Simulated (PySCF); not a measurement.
C₂H₈N₂OSi: full NMR table

| Property | Result |
| --- | --- |
| Formula | C2H8N2OSi |
| SMILES | N[SiH2]CC(N)=O |
| InChI | InChI=1S/C2H8N2OSi/c3-2(5)1-6-4/h1,4,6H2,(H2,3,5) |
| Point group of the computed structure | C1 |
| Degrees of unsaturation | 1 |
| Carbon signals | 2 |
| Proton signals | 5 |

Bonds (- single, = double, # triple, : aromatic): N1-Si2 1.735 Å, Si2-C3 1.906 Å, C3-C4 1.503 Å, C4-N5 1.360 Å, C4=O6 1.212 Å. N1 carries H7, H8; Si2 carries H9, H10; C3 carries H11, H12; N5 carries H13, H14. H14 is cis to the C=O or C=S heteroatom; H13 is trans to the C=O or C=S heteroatom.

Equivalent nuclei averaged, one conformer, non-relativistic Hamiltonian, no solvent model. σ from GIAO-PBE0/pcSseg-1; geometry: GFN2-xTB; PySCF.

References, each an isolated molecule treated in the same way: TMS for ¹H, ¹³C, ²⁹Si; ¹⁵N vs NH3; ¹⁷O vs H2O.

| carbon | δC, type | δH (multiplicity) | HMBC from (2–3 bonds) | span of the C tensor (ppm) |
| --- | --- | --- | --- | --- |
| C3 | 25.9, CH2 | 1.70 (t) | H9/H10 | 48 |
| C4 | 172.7, C | – | H9/H10, H11/H12 | 177 |

Other nuclei:
```json
{"atoms": "H13", "nucleus": "¹H", "environment": "hydrogen on an amide-type nitrogen", "δ (ppm)": "5.77", "σ (ppm)": "25.95"}
{"atoms": "H9/H10", "nucleus": "¹H", "environment": "hydrogen on a silicon bonded to C, N", "δ (ppm)": "4.87", "σ (ppm)": "26.84"}
{"atoms": "H14", "nucleus": "¹H", "environment": "hydrogen on an amide-type nitrogen", "δ (ppm)": "4.36", "σ (ppm)": "27.36"}
{"atoms": "H7/H8", "nucleus": "¹H", "environment": "hydrogen on a nitrogen bonded to Si", "δ (ppm)": "0.14", "σ (ppm)": "31.58"}
{"atoms": "Si2", "nucleus": "²⁹Si", "environment": "silicon bonded to C, N, 2 H", "δ (ppm)": "-29.3", "σ (ppm)": "378.5"}
{"atoms": "N5", "nucleus": "¹⁵N", "environment": "amide-type nitrogen", "δ (ppm)": "119.0", "σ (ppm)": "148.7"}
{"atoms": "N1", "nucleus": "¹⁵N", "environment": "nitrogen bonded to Si, 2 H", "δ (ppm)": "12.1", "σ (ppm)": "255.7"}
{"atoms": "O6", "nucleus": "¹⁷O", "environment": "amide-type carbonyl oxygen", "δ (ppm)": "438.2", "σ (ppm)": "-102.1"}
```

1. Carbon types of the structure: 1 × C, 1 × CH2, leaving 6 H on heteroatoms.
2. δC 172.7: amide carbonyl carbon; lone-pair donation from the attached heteroatom keeps it upfield of a ketone carbonyl.
3. δC 25.9: sp3 CH2 bonded to Si, α to a carbonyl; the adjacent C=O deshields it moderately.
4. δH 5.77, 4.36: hydrogen on an amide-type nitrogen; exchangeable, gas-phase position.
5. δH 1.70: hydrogen on an sp3 CH2 bonded to Si, α to a carbonyl; α to C=O.
6. δH 0.14: hydrogen on a nitrogen bonded to Si; exchangeable; this is the value without hydrogen bonding to other molecules.

Exchangeable OH/NH protons stand at their gas-phase positions; hydrogen bonding in a real sample shifts them, mostly to higher δ. The two substituents on the amide-type nitrogen aren't averaged: C–N rotation is slow on the NMR time scale. Shifts are as computed. Against solution values, carbons near 30 ppm lie about +3 ppm off and those near 130 ppm about +5 ppm. Of 1211 compounds with measured shifts, 218 miss one by over three times the rms of a fit or turn the order of signals round; such compounds aren't used in these exercises. Hydrogen bonding in solution shields acid and N–H amide carbonyl oxygens by tens of ppm. Hydrogen bonding in solution deshields acid and N–H amide carbonyl carbons by as much as 10 ppm beyond these values. Unscaled 17O shifts of doubly bonded oxygen tend to come out too high, by tens of ppm or more. Experimental scales use liquid or dissolved standards, which lie at an offset from isolated NH3 (liquid NH3: subtract about 20 ppm) and H2O (liquid H2O: subtract about 36 ppm). Multiplicities follow the n + 1 count of equivalent neighbours, as no J values were calculated; m marks all less simple cases, F and P coupling included.
